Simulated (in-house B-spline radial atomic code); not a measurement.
Results of a calculation; reference values are marked as such.
Making a Troullier-Martins p channel for Sc, r_c = 1.36 bohr

Sc, [Ar] 3d1 4s2, non-relativistic LDA (VWN5), spherical and spin-unpolarised, from an all-electron radial atomic-structure program (B-spline basis) (atomic units). The all-electron 3p level is ε = -1.233167 hartree, its outermost node lies just inside 0.40 bohr and its outer maximum at 0.97 bohr.

Inside r_c the pseudo-orbital is u(r) = r^2 exp(p(r)), with p = c0 + c2 r² + c4 r⁴ + … + c12 r¹². The seven coefficients follow from p and its first four derivatives at r_c, from zero curvature of the screened potential at the origin, c4 = −c2²/(2l + 5), and from the norm inside r_c. At r_c the all-electron orbital has P = 0.81457, P' = -0.6878303, the screened potential V = -2.015189, V' = 3.25681, V'' = -7.430685, and the norm inside is Q = 0.7005146.

Q: What are p, p' and p'' at r_c?

A: p = ln(P/r_c^2) = ln(0.81457/1.8496) = -0.82006. p' = P'/P − 2/r_c = -0.84441 − 1.47059 = -2.31500. The radial equation gives p'' = 2(V − ε) − 2(2) p'/r_c − p'² = -1.56404 − (-6.80881) − 5.35921 = -0.11444. Differentiating, p''' = 2V' + 2(2)p'/r_c² − 2(2)p''/r_c − 2p'p'' = 1.3139, and p'''' = 2V'' − 4(2)p'/r_c³ + 4(2)p''/r_c² − 2(2)p'''/r_c − 2p''² − 2p'p''' = -5.8012.

For a trial c2 the five matching conditions are linear in c0, c6, c8, c10 and c12, and c2 is varied until the norm inside r_c equals Q. The root nearest zero gives:

```csv
n,c_n
0,1.022816
2,-0.9614458
4,-0.132054
6,0.009066639
8,0.07828739
10,-0.03645646
12,0.005063507
```

Q: Check c4 and p(r_c), and find the screened pseudopotential at the origin.

A: −c2²/7 = -0.132054, as listed. The terms c_n r_c^n are 1.02282, -1.77829, -0.45176, 0.05737, 0.91623, -0.78916, 0.20273, which sum to -0.82006. Inverting the radial equation, V_l(r) = ε + 2 p'/r + (p'' + p'²)/2, so V_l(0) = ε + (2l + 3) c2 = -1.233167 + 5 × (-0.961446) = -6.0404 hartree, finite where the all-electron potential diverges.

Orbitals and screened potentials:

```json
{"r (bohr)": "0.136", "P": "-0.4606", "u": "0.05053", "V all-electron": "-103.4", "V pseudo": "-6.04"}
{"r (bohr)": "0.34", "P": "-0.1832", "u": "0.2872", "V all-electron": "-27.22", "V pseudo": "-6.019"}
{"r (bohr)": "0.544", "P": "0.4789", "u": "0.6125", "V all-electron": "-12.44", "V pseudo": "-5.865"}
{"r (bohr)": "0.748", "P": "0.8755", "u": "0.8783", "V all-electron": "-6.976", "V pseudo": "-5.34"}
{"r (bohr)": "0.952", "P": "0.9909", "u": "0.9848", "V all-electron": "-4.327", "V pseudo": "-4.273"}
{"r (bohr)": "1.156", "P": "0.9393", "u": "0.9388", "V all-electron": "-2.871", "V pseudo": "-2.952"}
{"r (bohr)": "1.36", "P": "0.8146", "u": "0.8146", "V all-electron": "-2.015", "V pseudo": "-2.015"}
```

Logarithmic derivatives P'/P at R = 1.66 bohr, for energies E around ε:

```
E − ε (hartree)  all-electron     pseudo
           -0.5      0.339472   0.337646
          -0.25     -0.219081  -0.219881
           -0.1     -0.691867  -0.692057
              0       -1.1044    -1.1044
            0.1      -1.63919   -1.63955
           0.25      -2.84421    -2.8485
            0.5      -8.47451   -8.56719
```

Q: With P(R) = 0.6055132 and a norm of 0.8526135 inside R, what slope in energy does norm conservation fix?

A: d(P'/P)/dE = −2 × (norm inside R)/P(R)² = -4.6509 per hartree·bohr at E = ε, for both atoms, since orbital and norm agree at R. Differences over ±0.1 hartree give -4.7366 (all-electron) and -4.7375 (pseudo), which also hold third-order terms. Half a hartree below ε the two curves differ by -0.0018.
